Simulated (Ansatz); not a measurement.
Computed with Ansatz on PBE0-D4/def2-TZVP structures; ΔE is electronic, products minus reactants. CCSD(T)/CBS adds triple-zeta CCSD(T) − MP2 to the extrapolated MP2 energy (def2 sets, frozen cores). DFT in def2-TZVPP. B3LYP here is the variant with VWN-RPA as its local correlation; programs differ in this. For Ge outer-core shells are correlated without core-valence functions, which leaves a few kJ/mol of doubt a bond. Scalar relativity is left out up to krypton. Each species was taken in one conformer, which may not be the lowest.

Consider the redistribution: `B[SiH2]O[SiH2]F` + `N[CH](O)[GeH3]` → `B[SiH2]C(N)O` + `F[SiH2][O][GeH3]`.

```
           species  B3LYP-D4 energy (Eh)
 `B[SiH2]O[SiH2]F`            -782.79763
  `N[CH](O)[GeH3]`           -2249.40457
    `B[SiH2]C(N)O`            -487.31285
`F[SiH2][O][GeH3]`           -2544.86777
```

(1) Work out ΔE.

Largest T1 diagnostic among the species: 0.012.

Answers

(1) ΔE = (-487.31285) + (-2544.86777) − (-782.79763) − (-2249.40457) = 0.02158 Eh = +56.7 kJ/mol. CCSD(T)/CBS gives +58.9 kJ/mol.

From PBE to PBE0 (25 % exact exchange), in def2-TZVPP and without D4, ΔE moves by +3.1 kJ/mol.
